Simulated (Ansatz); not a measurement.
C3H8Al, SMILES `C[CH2][Al][CH3]` radical, charge 0, multiplicity 2.

Problem. Give a relaxed structure at PBE0-D4/def2-TZVP (the Gaussian-basis code of Ansatz). (An estimate is asked.)

Solution. Ansatz gave: 
Z-matrix (Å, degrees):
```
C
C 1 1.528
H 1 1.094 2 111.8
H 1 1.095 2 112.1 3 120.2
H 1 1.093 2 111.8 3 -119.5
Al 2 1.983 1 114.8 3 60.3
H 2 1.097 1 110.8 3 -62.4
H 2 1.098 1 110.7 3 -177.8
C 6 1.971 2 118.1 1 2.7
H 9 1.097 6 109.6 2 59.1
H 9 1.091 6 114.1 2 -179.5
H 9 1.097 6 109.7 2 -58.0
```
Point group Cs.
This is one stationary point; other conformers may exist.
